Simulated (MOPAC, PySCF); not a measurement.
[W(OH)3(NH2)3], neutral singlet in the gas phase. 

Z-matrix (Å, degrees):
```
W
O 1 1.9647
H 2 0.9783 1 107.88
O 1 1.9659 2 156.30 3 150.44
H 4 0.9755 1 110.19 2 144.36
N 1 1.9810 2 78.51 3 -153.16
H 6 1.0240 1 123.41 2 16.80
H 6 1.0245 7 112.64 2 160.27
O 1 1.9879 2 86.07 3 7.63
H 9 0.9761 1 108.31 2 89.91
N 1 1.9986 2 109.12 3 -67.19
H 11 1.0241 1 125.90 2 -87.73
H 11 1.0257 12 111.99 1 173.96
N 1 2.0025 2 88.37 3 97.11
H 14 1.0239 1 123.86 2 175.75
H 14 1.0247 15 112.39 4 165.20
```
Charge 0, spin multiplicity 1.

All levels are single points at this geometry (PBE-D3(BJ)/def2-SVP); Pople sets use spherical d functions. Orbital energies aren't observables, and empty levels follow the basis.

B3LYP/6-311+G** (LANL2DZ on W) in PySCF gives dipole (D) = 1.18.

Estimate the dipole (D) from each of these levels: TPSSh-D3(BJ)/def2-TZVP in PySCF; B3LYP/6-31G* (LANL2DZ on W) in PySCF; B3LYP/LANL2DZ in PySCF; HF/6-31G* (LANL2DZ on W) in PySCF; PM7 in MOPAC.


| level | dipole (D) |
|---|---|
| TPSSh-D3(BJ)/def2-TZVP in PySCF | 1.06 |
| B3LYP/6-31G* (LANL2DZ on W) in PySCF | 1.15 |
| B3LYP/LANL2DZ in PySCF | 1.29 |
| HF/6-31G* (LANL2DZ on W) in PySCF | 1.28 |
| PM7 in MOPAC | 1.30 |
